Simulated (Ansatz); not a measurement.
This geometry of C2H11NOSi2 (17 atoms, charge 0, multiplicity 1) is a first-order saddle point.

These are results of RKS BHLYP-D4/6-31G* (Ansatz 0.2.0), not measurements.

```xyz
17
Properties=species:S:1:pos:R:3
C -0.594 -1.566 0.420
N 0.356 -0.592 -0.125
Si 2.034 -0.860 0.190
Si -0.314 0.636 -1.152
C -1.372 1.765 -0.070
O -0.628 2.170 1.070
H -1.214 -1.998 -0.364
H -0.077 -2.389 0.908
H -1.252 -1.117 1.163
H 2.799 0.284 -0.334
H 2.528 -2.111 -0.430
H 2.262 -0.988 1.647
H 0.801 1.389 -1.751
H -1.148 0.024 -2.215
H -2.314 1.292 0.223
H -1.641 2.674 -0.602
H -0.245 1.385 1.464
```

(1) Which two structures does it join? (They come from a converged band through this point; their orientation in space is the band's.)

(2) How far does it lie above each of them?

Answers

(1) No bond is made or broken. The dihedral H8–C1–N2–Si3 goes from -82 to 41°. The two ends are copies of one structure, up to a mirror image or an exchange of like atoms.

Initial state:

```xyz
17
Properties=species:S:1:pos:R:3
C -0.529 -1.563 0.547
N 0.393 -0.535 0.060
Si 2.029 -0.639 0.616
Si -0.165 0.461 -1.249
C -1.471 1.623 -0.536
O -0.971 2.228 0.645
H -1.561 -1.220 0.497
H -0.458 -2.485 -0.029
H -0.326 -1.802 1.590
H 2.771 0.534 0.127
H 2.709 -1.873 0.156
H 2.038 -0.671 2.095
H 0.987 1.224 -1.760
H -0.747 -0.361 -2.337
H -2.421 1.115 -0.345
H -1.692 2.430 -1.230
H -0.606 1.532 1.195
```

Final state:

```xyz
17
Properties=species:S:1:pos:R:3
C -0.564 -1.578 0.462
N 0.361 -0.557 -0.037
Si 2.041 -0.812 0.293
Si -0.277 0.597 -1.168
C -1.416 1.747 -0.195
O -0.746 2.199 0.971
H -0.591 -2.457 -0.181
H -0.280 -1.900 1.462
H -1.577 -1.187 0.531
H 2.798 0.362 -0.169
H 2.574 -2.024 -0.370
H 2.227 -0.998 1.749
H 0.856 1.346 -1.735
H -1.030 -0.074 -2.255
H -2.369 1.273 0.058
H -1.662 2.632 -0.777
H -0.364 1.432 1.401
```

(2) 0.016 eV above the first and 0.016 eV above the second. This is the barrier of this one path; another mechanism may lie lower.

The run took 2.8 min on 2 threads of AMD EPYC 7B13 (Zen 3) (shared host), peak memory 0.35 GiB.
